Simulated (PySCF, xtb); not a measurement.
B(F)(OH)(OEt) (C₂H₆BFO₂), SMILES CCOB(O)F. The values are those of a single conformer.

Harmonic wavenumbers (cm⁻¹) from xtb with GFN2-xTB at its own minimum, in rising order: 29, 116, 166, 234, 363, 420, 492, 517, 578, 785, 838, 928, 963, 1085, 1112, 1154, 1243, 1256, 1323, 1387, 1398, 1462, 1476, 1491, 2928, 2944, 3047, 3048, 3051, 3642.

Q: What does PBE-D3(BJ)/def2-SVP (PySCF) give at its own minimum? (The exact figures need the calculation; the answer reports its results.)

A: 65, 101, 199, 284, 380, 439, 494, 514, 654, 772, 805, 915, 973, 1073, 1106, 1149, 1276, 1321, 1356, 1394, 1410, 1421, 1431, 1500, 2970, 2976, 3026, 3071, 3077, 3763. Paired by order, the mean absolute difference is 28 cm⁻¹ and the zero-point energies are 56.4 and 57.1 kcal/mol.
